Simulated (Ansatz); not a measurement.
Species: H2FSi, SMILES `F[SiH2]` (charge 0, multiplicity 2), formula H2FSi.

Problem. How many basis functions does Ansatz (a first-principles code) with frozen-core CCSD(T)/def2-TZVPP // B3LYP-D3(BJ)/def2-TZVP use, how many core orbitals are frozen, and how many electrons are correlated?

Solution. 101 basis functions and 6 frozen orbitals, which leaves 13 correlated electrons. Core time is of the order of seconds.
